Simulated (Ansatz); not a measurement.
Basis sets compared for Si(vinyl)3(NiPr2) (C₁₂H₂₃NSi). The state is a singlet with charge 0. Geometry r2SCAN-D4/def2-SVP. Ansatz on 2 threads of AMD EPYC 7R13 on a shared host and a share (18 GiB) of an NVIDIA H100 80GB HBM3; times are rough, and most runs start from earlier orbitals.

```tsv
atom	x (Å)	y (Å)	z (Å)
Si1	-1.0306	0.0153	-0.2012
C2	-1.4307	1.3571	-1.4551
C3	-2.2263	1.1513	-2.5174
H4	-1.0485	2.3779	-1.3074
H5	-2.6653	0.1677	-2.7267
H6	-2.4824	1.9555	-3.2191
C7	-1.7073	-1.6216	-0.8271
C8	-2.8529	-2.1764	-0.3995
H9	-1.1433	-2.1472	-1.6141
H10	-3.4609	-1.7006	0.3810
H11	-3.2352	-3.1229	-0.8029
C12	-1.9206	0.4399	1.4028
C13	-2.8129	1.4340	1.5435
H14	-1.6822	-0.1566	2.2981
H15	-3.1047	2.0660	0.6947
H16	-3.2970	1.6605	2.5024
N17	0.6930	-0.1865	0.0355
C18	1.1401	-1.4265	0.6893
C19	2.1958	-2.1651	-0.1394
C20	1.6050	-1.2131	2.1354
C21	1.6974	0.8778	-0.1026
C22	1.9850	1.2138	-1.5685
C23	1.3536	2.1247	0.7185
H24	0.2524	-2.0860	0.7334
H25	3.1230	-1.5750	-0.2316
H26	2.4626	-3.1261	0.3299
H27	1.8186	-2.3647	-1.1544
H28	2.5101	-0.5850	2.1836
H29	0.8199	-0.7203	2.7299
H30	1.8485	-2.1756	2.6142
H31	2.6370	0.4770	0.3182
H32	1.0932	1.6251	-2.0666
H33	2.2831	0.3074	-2.1177
H34	2.7961	1.9562	-1.6532
H35	2.1554	2.8783	0.6506
H36	0.4234	2.5991	0.3654
H37	1.2079	1.8647	1.7783
```

Single mean-field runs in def2-TZVP are fitted with def2-universal-jkfit.

Binding counts from free atoms (Si triplet, C triplet, H doublet, N quartet) in the same basis, without a counterpoise term.

| level | functions | energy (Eh) | HOMO (eV) | LUMO (eV) | binding per atom (eV) | wall time |
| --- | --- | --- | --- | --- | --- | --- |
| PBE-D4/def2-SVP | 315 | -814.0186 | -4.59 | -1.22 | 4.37 | 7.5 s |
| PBE0-D4/def2-SVP | 315 | -814.1351 | -5.90 | -0.21 | 4.32 | 7 s |

Problem. Estimate the rows for PBE-D4/def2-TZVP, PBE0-D4/def2-TZVP.

Solution. 
```csv
level,functions,energy (Eh),HOMO (eV),LUMO (eV),binding per atom (eV),wall time
PBE-D4/def2-TZVP,578,-814.6928,-4.72,-1.43,4.34,8.5 s
PBE0-D4/def2-TZVP,578,-814.7953,-5.99,-0.43,4.28,13 s
```
